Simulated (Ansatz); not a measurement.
Cartesian coordinates in Å:
```
O 0.351 1.303 -1.891
Si 0.344 1.380 -0.239
Si 0.303 -0.772 0.657
O -0.983 -1.634 0.119
Cl 0.189 -0.470 2.701
H 0.053 2.076 -2.374
H -0.794 2.217 0.253
H 1.560 -1.530 0.439
H -1.024 -2.568 0.336
```

Charge 0, multiplicity 2.

Question: List the B3LYP/def2-TZVPP orbital energies in eV (Ansatz 0.2.0). (Estimate.)

Answer: Computed: α occupied: -2762.30, -1800.32, -1799.63, -521.07, -520.96, -257.06, -196.07, -195.96, -195.95, -144.69, -144.09, -100.06, -100.00, -99.97, -99.49, -99.39, -99.35, -27.90, -27.85, -22.44, -16.16, -15.27, -13.29, -12.71, -11.09, -10.90, -10.39, -10.09, -9.41, -9.16, -8.89, -8.14, -5.56. α empty: -0.84, -0.25, 0.79, 1.03, 1.32, 1.92, 2.21, 2.70. β occupied: -2762.30, -1800.31, -1799.55, -520.98, -520.95, -257.06, -196.07, -195.95, -195.94, -144.67, -143.99, -100.04, -99.99, -99.94, -99.34, -99.29, -99.24, -27.83, -27.71, -22.43, -15.98, -15.17, -13.20, -12.47, -11.06, -10.81, -10.14, -9.76, -9.38, -9.11, -8.87, -7.96. β empty: -2.71, -0.70, -0.01, 0.95, 1.10, 1.58, 2.02, 2.37. ⟨S²⟩ = 0.753.

B3LYP here is the variant with VWN-RPA as its local correlation; programs differ in this.
